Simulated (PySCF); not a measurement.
Compound: C3H4GeO.
Bonds: C1–C2 (triple), C2–C3, C3–O4 (double), C3–Ge5. Hydrogens: H6 on C1; H7, H8, H9 on Ge5.

Computed by this run: PBE0-D3(BJ)/def2-SVP geometry optimisation, gas phase (PySCF 2.14.0); density fitting, grid level 1; the optimiser is geomeTRIC in internal coordinates, started from a GFN2-xTB structure with every atom displaced at random (about 0.01 Å).

Step 0: E = -61714.2446 eV
```
atom  x, y, z in Å  |  force x, y, z in eV/Å
C1      2.1574    1.0250   -0.2891    0.219   0.468  -0.087
C2      1.3738    0.1221   -0.1506   -0.201  -0.395   0.026
C3      0.3728   -0.8868    0.0245    0.005  -0.574   0.124
O4      0.6447   -2.0678    0.0582   -0.267   0.128  -0.008
Ge5    -1.4754   -0.1711    0.2406    0.316   0.008   0.190
H6      2.8146    1.8454   -0.4241    0.476   0.455  -0.061
H7     -1.5453    0.7582    1.4262    0.135   0.318   0.518
H8     -1.8599    0.6521   -0.9461   -0.136   0.363  -0.764
H9     -2.4249   -1.2942    0.4539   -0.546  -0.770   0.061
```

Question: Estimate the geometry and energy of step 1. (The exact step hangs on the optimiser's Hessian estimate; all steps are aligned on step 0, rigid shifts and turns removed.)

Answer: E = -61714.3257 eV, largest force 0.268 eV/Å
```
atom  x, y, z in Å  |  force x, y, z in eV/Å
C1      2.1737    1.0495   -0.2857    0.041   0.066  -0.011
C2      1.4082    0.1193   -0.1412   -0.040   0.026   0.007
C3      0.3725   -0.8798    0.0298   -0.175   0.157  -0.002
O4      0.5841   -2.0662    0.0175    0.073  -0.257   0.011
Ge5    -1.4968   -0.1636    0.2618   -0.112   0.090  -0.016
H6      2.8628    1.8640   -0.4190    0.030  -0.001   0.005
H7     -1.5327    0.8049    1.4727    0.002  -0.137  -0.156
H8     -1.8749    0.6261   -1.0214    0.038  -0.133   0.199
H9     -2.4392   -1.3714    0.4790    0.143   0.188  -0.038
```

The energy changes by -0.0810 eV. The first-order estimate −F·Δx gives -0.2105 eV and the mean of the old and new forces, exact on a quadratic surface, -0.0841 eV. The step makes an angle of 49° with the force vector and moves no atom by more than 0.082 Å.

What follows is the cost of the whole optimisation. On Arm Neoverse V2, one thread, shared host, this took 25 s and 0.44 GiB of memory at its peak.
